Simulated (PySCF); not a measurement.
## Steps of a relaxation of [Pr(NH2)4]−

[Pr(NH2)4]− (singlet in the valence; each metal's 4f electrons, 2 of them, lie in its core potential, out of spins and levels; a saddle point, relaxed within its symmetry). PySCF 2.14.0, RKS PBE0, Pr lcecp-1-SVP with ECP48, N def2-SVP, H def2-SVP; non-relativistic Hamiltonian with scalar-relativistic core potentials where named; density fitting; no spin-orbit coupling. Origin of the start: template. Columns: position (Å) and force (eV/Å). Energies are counted from the last step; some of the 11 steps are shown. Forces carry noise of the integration grid, about 0.01 to 0.03 eV/Å.

Run from Python with OMP_NUM_THREADS=2. Where DIIS fails, smearing, a level shift and second-order steps follow.
It took 74 s on 2 threads of Arm Neoverse V1, on a shared host, from the converged density of the start.

```xyz
13
step 0  E = 0.132 eV
Pr    0.0000    0.0000    0.0000     0.00    0.00    0.00
N     1.3484    1.3484    1.3484    -0.34   -0.05   -0.05
H     1.6890    1.1021    2.2759     0.19    0.23    0.07
H     1.6890    2.2759    1.1021     0.19    0.07    0.23
N    -1.3484   -1.3484    1.3484     0.34    0.05   -0.05
H    -1.6890   -1.1021    2.2759    -0.19   -0.23    0.07
H    -1.6890   -2.2759    1.1021    -0.19   -0.07    0.23
N     1.3484   -1.3484   -1.3484    -0.34    0.05    0.05
H     1.6890   -2.2759   -1.1021     0.19   -0.07   -0.23
H     1.6890   -1.1021   -2.2759     0.19   -0.23   -0.07
N    -1.3484    1.3484   -1.3484     0.34   -0.05    0.05
H    -1.6890    2.2759   -1.1021    -0.19    0.07   -0.23
H    -1.6890    1.1021   -2.2759    -0.19    0.23   -0.07
```

```xyz
13
step 3  E = 0.024 eV
Pr    0.0000    0.0000    0.0000     0.00    0.00    0.00
N     1.2870    1.3952    1.3952    -0.10   -0.02   -0.02
H     1.7378    1.1317    2.2706     0.03   -0.06    0.12
H     1.7378    2.2706    1.1317     0.03    0.12   -0.06
N    -1.2870   -1.3952    1.3952     0.10    0.02   -0.02
H    -1.7378   -1.1317    2.2706    -0.03    0.06    0.12
H    -1.7378   -2.2706    1.1317    -0.03   -0.12   -0.06
N     1.2870   -1.3952   -1.3952    -0.10    0.02    0.02
H     1.7378   -2.2706   -1.1317     0.03   -0.12    0.06
H     1.7378   -1.1317   -2.2706     0.03    0.06   -0.12
N    -1.2870    1.3952   -1.3952     0.10   -0.02    0.02
H    -1.7378    2.2706   -1.1317    -0.03    0.12    0.06
H    -1.7378    1.1317   -2.2706    -0.03   -0.06   -0.12
```

```xyz
13
step 7  E = 0.005 eV
Pr    0.0000    0.0000    0.0000     0.00    0.00    0.00
N     1.2092    1.4383    1.4383     0.00   -0.03   -0.03
H     1.6307    1.1877    2.3368    -0.03    0.04   -0.06
H     1.6307    2.3368    1.1877    -0.03   -0.06    0.04
N    -1.2092   -1.4383    1.4383     0.00    0.03   -0.03
H    -1.6307   -1.1877    2.3368     0.03   -0.04   -0.06
H    -1.6307   -2.3368    1.1877     0.03    0.06    0.04
N     1.2092   -1.4383   -1.4383     0.00    0.03    0.03
H     1.6307   -2.3368   -1.1877    -0.03    0.06   -0.04
H     1.6307   -1.1877   -2.3368    -0.03   -0.04    0.06
N    -1.2092    1.4383   -1.4383     0.00   -0.03    0.03
H    -1.6307    2.3368   -1.1877     0.03   -0.06   -0.04
H    -1.6307    1.1877   -2.3368     0.03    0.04    0.06
```

Q: Where does the relaxation end?

A: It converges at step 10 in D2d:
```xyz
13
step 10  E = 0
Pr    0.0000    0.0000    0.0000
N     1.1786    1.4449    1.4449
H     1.5722    1.2142    2.3595
H     1.5722    2.3595    1.2142
N    -1.1786   -1.4449    1.4449
H    -1.5722   -1.2142    2.3595
H    -1.5722   -2.3595    1.2142
N     1.1786   -1.4449   -1.4449
H     1.5722   -2.3595   -1.2142
H     1.5722   -1.2142   -2.3595
N    -1.1786    1.4449   -1.4449
H    -1.5722    2.3595   -1.2142
H    -1.5722    1.2142   -2.3595
```

Q: How did the contacts change?

A: 
| contact | start (Å) | end (Å) |
| --- | --- | --- |
| Pr1–N2 (NH2) | 2.335 | 2.359 |
| Pr1–N5 (NH2) | 2.335 | 2.359 |
| Pr1–N8 (NH2) | 2.335 | 2.359 |
| Pr1–N11 (NH2) | 2.335 | 2.359 |


An lcecp potential fixes the number of 4f electrons, so in runs with it no electron can move into or out of that shell.
